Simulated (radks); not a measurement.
Results of a calculation; reference values are marked as such.
Valence configurations of Cl (all share [Ne]). Level of theory: scalar-relativistic Kohn-Sham, PBEsol, spin-polarised, spherical densities, finite nucleus; open shells are filled with parallel spins first; Fermi nuclear charge, rms radius 3.3654 fm (a radial shooting solver on a logarithmic mesh with Libxc functionals). Energies are relative to 3s2 3p5; eigenvalues in eV for spin up.

valence      E (eV)  moment (Bohr magnetons)   e(3p)    e(3s)
3s2 3p5       0.000                        1  -8.955  -21.053
3s1.5 3p5.5   6.007                        1  -9.270  -21.462
3s1 3p6      12.022                        1  -9.585  -21.868

NIST lists [Ne] 3s2 3p5 as the ground configuration; this level of theory agrees among the configurations tried. The energies are those of spherical high-spin densities, not of single terms.
